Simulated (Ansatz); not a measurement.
This triplet is an excited state, 0.43 eV above the relaxed singlet at the level frozen-core CCSD(T)/aug-cc-pVTZ // B3LYP-D3(BJ)/def2-SVPD (Ansatz, a program for electronic structure).

Level of theory: frozen-core CCSD(T)/aug-cc-pVTZ // B3LYP-D3(BJ)/def2-SVPD in Ansatz.

Ansatz 0.2 input:
```yaml
crystal:
  periodic: [false, false, false]
  atoms:
    - { symbol: C, position_ang: [1.383974, -0.075262, -0.665234] }
    - { symbol: C, position_ang: [0.109315, -0.140626, -0.6228] }
    - { symbol: B, position_ang: [-1.32146, -0.364563, -0.704315] }
    - { symbol: F, position_ang: [-2.371619, 0.534952, -0.836415] }
    - { symbol: H, position_ang: [2.199781, 0.045493, 0.052092] }
basis:
  gaussian: { orbitals: aug-cc-pVTZ }
correlation:
  method: ccsd_t
total_charge: -1
magnetization:
  spin_polarized: true
  initial_magnetization: 2
```

Output:

```
Functional definition: HF
1245 factors; integrals over basis functions are off by at most 7.6e-4 eV
mean field evaluation 1: about -5450.2243 eV, gradient 2.2e1 eV
mean field evaluation 2: about -5450.2263 eV, gradient 2.2e1 eV
mean field evaluation 4: about -5453.8592 eV, gradient 3.9e0 eV
mean field evaluation 8: about -5454.2713 eV, gradient 6.6e-1 eV
mean field evaluation 16: about -5454.3266 eV, gradient 2.3e-5 eV
mean field evaluation 32: about -5453.6139 eV, gradient 1.5e0 eV
mean field evaluation 64: about -5452.6387 eV, gradient 5.9e-1 eV
mean field -5454.32656910 eV, -200.4428043389 hartree, gradient 2.4e-6 eV, S^2 2.262953; 3 other end points of the search recorded, 0 dependent functions left out
determinant -5454.32656910 eV, -200.4428043389 hartree, with singles and doubles -5472.19728808 eV, -201.0995411484 hartree
determinant -5453.14910536 eV, -200.3995333446 hartree, with singles and doubles -5470.32519949 eV, -201.0307431617 hartree
determinant -5452.61649544 eV, -200.3799602912 hartree, with singles and doubles -5469.86767751 eV, -201.0139295389 hartree
4 core orbitals not correlated
reference -5454.32656910 eV, -200.4428043389 hartree; 11, 9 occupied and 192, 194 virtual orbitals, 1245 factors
second order -17.06083479 eV of doubles, -0.00000000 eV of singles
cycle   1  -17.71468338 eV  change    -1.3e0 eV  update   3.5e-2
cycle   2  -17.77293491 eV  change   -5.8e-2 eV  update   1.0e-2
cycle   3  -17.77662182 eV  change   -3.7e-3 eV  update   7.0e-3
cycle   4  -17.78128981 eV  change   -4.7e-3 eV  update   3.4e-3
cycle   5  -17.78571309 eV  change   -4.4e-3 eV  update   1.7e-3
cycle   6  -17.78744012 eV  change   -1.7e-3 eV  update   7.9e-4
cycle   7  -17.78804588 eV  change   -6.1e-4 eV  update   3.9e-4
cycle   8  -17.78824299 eV  change   -2.0e-4 eV  update   1.9e-4
cycle   9  -17.78830103 eV  change   -5.8e-5 eV  update   1.0e-4
cycle  10  -17.78826489 eV  change    3.6e-5 eV  update   5.3e-5
cycle  11  -17.78825477 eV  change    1.0e-5 eV  update   2.7e-5
cycle  12  -17.78826139 eV  change   -6.6e-6 eV  update   1.6e-5
perturbative correction -0.86494615 eV, -0.0317861846 hartree
Total energy: -5472.97977663 eV, -201.1282970723 hartree
```

Cost: very roughly 26 core-minutes.
